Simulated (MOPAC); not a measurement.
Job for MOPAC: PM3 on H7NSi (a complex), monomers drawn apart or pushed together.

```
PM3 1SCF PRECISE CHARGE=0 THREADS=1
H7NSi

N      0.06952920 1     0.16398241 1    -0.00728442 1
H     -0.74419316 1     0.64333838 1     0.35970385 1
H      0.03778779 1    -0.79277051 1     0.32469213 1
H      0.89048827 1     0.60125531 1     0.39447269 1
Si    -0.04447572 1    -0.02243510 1     5.09436459 1
H      1.19071925 1     0.66525054 1     4.65670689 1
H     -0.07786654 1    -0.07656307 1     6.57370782 1
H     -0.06429973 1    -1.39955190 1     4.55275382 1
H     -1.22674736 1     0.72049316 1     4.60397130 1
```

It printed:

```
*******************************************************************************
 **                                                                           **
 **                              MOPAC v23.2.5                                **
 **                                                                           **
 *******************************************************************************
 ** MOPAC's Digital Object Identifier: https://doi.org/10.5281/zenodo.6511958 **
 **                                                                           **
 ** Please cite the open-source release paper for use of this MOPAC version:  **
 ** J. E. Moussa and J. J. P. Stewart (2026)                                  **
 ** MOPAC: An open-source semiempirical molecular orbital program             **
 ** J. Open Source Softw., 11(119), 8025, https://doi.org/10.21105/joss.08025 **
 *******************************************************************************

                              PM3 CALCULATION RESULTS

 *******************************************************************************
 *  PM3        - The PM3 Hamiltonian to be used
 *
 *
 *
 *                 CHARGE ON SYSTEM = 0
 *
 *
 *
 *  PRECISE    - TIGHTER CRITERIA TO BE USED
 *  1SCF       - DO 1 SCF AND THEN STOP
 *  THREADS=1  - MULTI-THREADING NOT USED
 *  T=         - A TIME OF 172800.0 SECONDS REQUESTED
 *  DUMP=N     - RESTART FILE WRITTEN EVERY 7200.0 SECONDS REQUESTED
 *******************************************************************************
PM3 1SCF PRECISE CHARGE=0 THREADS=1
 H7NSi

   ATOM   CHEMICAL          X               Y               Z
  NUMBER   SYMBOL      (ANGSTROMS)     (ANGSTROMS)     (ANGSTROMS)

     1       N          0.06952920  *   0.16398241  *  -0.00728442  *
     2       H         -0.74419316  *   0.64333838  *   0.35970385  *
     3       H          0.03778779  *  -0.79277051  *   0.32469213  *
     4       H          0.89048827  *   0.60125531  *   0.39447269  *
     5      Si         -0.04447572  *  -0.02243510  *   5.09436459  *
     6       H          1.19071925  *   0.66525054  *   4.65670689  *
     7       H         -0.07786654  *  -0.07656307  *   6.57370782  *
     8       H         -0.06429973  *  -1.39955190  *   4.55275382  *
     9       H         -1.22674736  *   0.72049316  *   4.60397130  *



          CARTESIAN COORDINATES

    NO.       ATOM           X           Y           Z

     1         N          0.0695      0.1640     -0.0073
     2         H         -0.7442      0.6433      0.3597
     3         H          0.0378     -0.7928      0.3247
     4         H          0.8905      0.6013      0.3945
     5        Si         -0.0445     -0.0224      5.0944
     6         H          1.1907      0.6653      4.6567
     7         H         -0.0779     -0.0766      6.5737
     8         H         -0.0643     -1.3996      4.5528
     9         H         -1.2267      0.7205      4.6040

  H: (PM3): J. J. P. STEWART, J. COMP. CHEM. 10, 209 (1989).
  N: (PM3): J. J. P. STEWART, J. COMP. CHEM. 10, 209 (1989).
 Si: (PM3): J. J. P. STEWART, J. COMP. CHEM. 10, 209 (1989).

           Empirical Formula: H7 N Si  =     9 atoms



      MOLECULAR POINT GROUP   :   C3v


      RHF CALCULATION, NO. OF DOUBLY OCCUPIED LEVELS = 8


 -------------------------------------------------------------------------------
 PM3 1SCF PRECISE CHARGE=0 THREADS=1
 H7NSi



     1SCF WAS SPECIFIED, SO BFGS WAS NOT USED
     SCF FIELD WAS ACHIEVED


                              PM3 CALCULATION
                                                       MOPAC v23.2.5 Linux




          FINAL HEAT OF FORMATION =          9.57953 KCAL/MOL =      40.08077 KJ/MOL


          COSMO AREA              =        125.78 SQUARE ANGSTROMS
          COSMO VOLUME            =        104.49 CUBIC ANGSTROMS

          IONIZATION POTENTIAL    =          9.690654 EV
          HOMO LUMO ENERGIES (EV) =         -9.691  0.496
          NO. OF FILLED LEVELS    =          8
          MOLECULAR WEIGHT        =         49.1475         POINT GROUP:  C3v

          MOLECULAR DIMENSIONS (Angstroms)

            Atom       Atom       Distance
            H     7    N     1     6.58704
            H     6    H     9     2.41867
            H     8    H     9     2.09437


          SCF CALCULATIONS        =          1





   ATOM   CHEMICAL          X               Y               Z
  NUMBER   SYMBOL      (ANGSTROMS)     (ANGSTROMS)     (ANGSTROMS)

     1       N          0.06952920  *   0.16398241  *  -0.00728442  *
     2       H         -0.74419316  *   0.64333838  *   0.35970385  *
     3       H          0.03778779  *  -0.79277051  *   0.32469213  *
     4       H          0.89048827  *   0.60125531  *   0.39447269  *
     5      Si         -0.04447572  *  -0.02243510  *   5.09436459  *
     6       H          1.19071925  *   0.66525054  *   4.65670689  *
     7       H         -0.07786654  *  -0.07656307  *   6.57370782  *
     8       H         -0.06429973  *  -1.39955190  *   4.55275382  *
     9       H         -1.22674736  *   0.72049316  *   4.60397130  *

                             CARTESIAN COORDINATES

   1    N        0.069529200     0.163982410    -0.007284420
   2    H       -0.744193160     0.643338380     0.359703850
   3    H        0.037787790    -0.792770510     0.324692130
   4    H        0.890488270     0.601255310     0.394472690
   5   Si       -0.044475720    -0.022435100     5.094364590
   6    H        1.190719250     0.665250540     4.656706890
   7    H       -0.077866540    -0.076563070     6.573707820
   8    H       -0.064299730    -1.399551900     4.552753820
   9    H       -1.226747360     0.720493160     4.603971300


           Empirical Formula: H7 N Si  =     9 atoms



      MOLECULAR POINT GROUP   :   C3v


                  EIGENVALUES
 -28.51722 -16.88392 -14.96709 -14.96678 -11.95467 -11.95378 -11.92261  -9.69065
   0.49556   2.07751   2.07801   2.07896   3.32723   5.28748   5.28766


              NET ATOMIC CHARGES AND DIPOLE CONTRIBUTIONS

  ATOM NO.   TYPE          CHARGE      No. of ELECS.   s-Pop       p-Pop
    1          N          -0.000648        5.0006     1.43180     3.56885
    2          H           0.000184        0.9998     0.99982
    3          H           0.000189        0.9998     0.99981
    4          H           0.000189        0.9998     0.99981
    5         Si           0.472859        3.5271     0.91295     2.61419
    6          H          -0.119203        1.1192     1.11920
    7          H          -0.115141        1.1151     1.11514
    8          H          -0.119222        1.1192     1.11922
    9          H          -0.119207        1.1192     1.11921
 DIPOLE           X         Y         Z       TOTAL
 POINT-CHG.    -0.001    -0.001     0.026     0.026
 HYBRID        -0.035    -0.058     1.574     1.576
 SUM           -0.036    -0.058     1.601     1.602


          ATOMIC ORBITAL ELECTRON POPULATIONS

     Atom    s        px        py        pz
    1  N   1.43180   0.97870   0.97923   1.61092
    2  H   0.99982
    3  H   0.99981
    4  H   0.99981
    5 Si   0.91295   0.86880   0.86883   0.87655
    6  H   1.11920
    7  H   1.11514
    8  H   1.11922
    9  H   1.11921

 **********************
 *                    *
 * JOB ENDED NORMALLY *
 *                    *
 **********************




 == MOPAC DONE ==
```

The run finished.

Cost: roughly 0.04 core-seconds.
